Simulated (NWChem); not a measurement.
C$_{2}$H$_{6}$FNSi; SMILES C(F)([SiH2]N)=C

```xyz
11

C      0.8991     1.8816     0.4057
C      0.0388     0.9572    -0.0231
F     -1.2470     1.3052    -0.2420
Si     0.4116    -0.8676    -0.3708
N     -0.4736    -2.0088     0.5746
H      0.5868     2.9165     0.5755
H      1.9402     1.6113     0.5900
H      1.8739    -1.0245    -0.1176
H      0.0597    -1.1338    -1.7956
H     -0.3658    -2.0312     1.5827
H     -1.4250    -2.2381     0.3098
```
Atoms are numbered in this order, from 1.

Level: PBE0/def2-SVP (NWChem), optimised geometry, unscaled harmonic frequencies. 

```csv
frequency (cm⁻¹),IR intensity (km/mol)
71,2.8
147,5.2
188,15.7
261,6.4
372,2.7
403,201.3
475,59.7
548,32.0
633,10.4
756,8.9
771,5.1
856,6.7
900,6.8
903,186.4
908,138.9
921,122.9
952,63.6
1246,92.0
1371,5.8
1547,45.2
1713,30.8
2242,89.2
2252,126.0
3175,0.4
3287,0.2
3613,38.1
3712,40.3
```

* **zero-point energy**: 48.9 kcal/mol
* **thermal correction to the enthalpy at 298.15 K (with zero-point energy)**: 53.9 kcal/mol
* **heat capacity Cv**: 24.6 cal/(mol K)
* **entropy at 298.15 K and 1 atm (symmetry number 1)**: 81.8 cal/(mol K)
* **dipole moment**: 1.30 D

Rigid rotor and harmonic oscillator; modes under 100 cm⁻¹ make the entropy uncertain.
